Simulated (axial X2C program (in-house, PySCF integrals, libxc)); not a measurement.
**Spin–orbit effects down a group: homonuclear dimers (ions), HF**

Calculated with an in-house relativistic program for diatomic molecules, spin-free (one-electron X2C) or two-component (2c: spin–orbit coupling with atomic mean-field Coulomb and Gaunt terms, which also bring small scalar terms), in Dyall basis sets with cores contracted in-house; open shells are unrestricted.

Basis sets: Ge dyall-cv3z, Si dyall-v3z, Sn dyall-cv3z.

```csv
molecule,spin-free state,Re (Å),ωe (cm⁻¹),De (eV),2c state,Re 2c (Å),ωe 2c (cm⁻¹),De 2c (eV)
Si₂⁺,"M_S = 3/2, Λ = 0",2.263,498.0,2.29,Ω = 3/2,2.263,497.8,2.28
Ge₂⁺,"M_S = 3/2, Λ = 0",2.396,277.1,1.99,Ω = 3/2,2.397,276.9,n/a
Sn₂⁺,"M_S = 3/2, Λ = 0",2.776,184.7,1.65,Ω = 3/2,2.776,184.5,n/a
```

Task: Work out the shifts from the spin-free to the two-component result.

Result: 

```csv
molecule,2c state,ΔRe (Å),Δωe (cm⁻¹),ΔDe (eV)
Si₂⁺,Ω = 3/2,0.000,-0.2,-0.01
Ge₂⁺,Ω = 3/2,0.001,-0.2,n/a
Sn₂⁺,Ω = 3/2,0.000,-0.2,n/a
```

Shifts of one unit in the last digit are rounding.

Fragments in 2c: Si+ + Si, Ge+ + Ge, Sn+ + Sn. Each entry is the lowest single determinant of a limited PBE0 search at one distance. De goes to single-determinant-based atoms at the same level (for ions the charge split of lowest energy) and is withheld (n/a) where an atom does not fit its ground term or J level. Main or longest-lived isotopes. One determinant is a doubtful description, or other states lie close, for Si₂⁺, Ge₂⁺, Sn₂⁺; these need not be ground states, and all values refer to the states named. With several unpaired electrons the Ω given is that of one determinant, not necessarily of the lowest component. Some light 2c atoms are not at their ground J level, so De misses part of their lowering (0.04 eV or less).
